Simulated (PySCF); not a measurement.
Zr(F)3(OH) (F₃HOZr), SMILES [OH][Zr]([F])([F])[F], multiplicity 1.

Geometry: B3LYP-D3(BJ)/def2-SVP. The multiplicity is an assumed one; no other spin state was optimised. The structure was generated by enumeration; whether it is a known compound was not checked. The def2 effective core potentials stand for the cores of Zr; spin–orbit coupling is left out. Other conformers were not sampled.

Method: PBE/def2-TZVP (PySCF).

Symmetry labels are those of the subgroup Cs that the program uses (full group C3v).

Computed valence orbital energies around the gap with their symmetry:
| orbital | symmetry | energy (eV) |
|---|---|---|
| HOMO−7 | A' | -10.40 |
| HOMO−6 | A" | -10.40 |
| HOMO−5 | A' | -9.84 |
| HOMO−4 | A" | -9.65 |
| HOMO−3 | A' | -9.65 |
| HOMO−2 | A" | -9.62 |
| HOMO−1 | A' | -8.49 |
| HOMO | A" | -8.49 |
| LUMO | A' | -1.67 |
| LUMO+1 | A" | -1.67 |
| LUMO+2 | A' | -1.23 |
| LUMO+3 | A' | -1.01 |
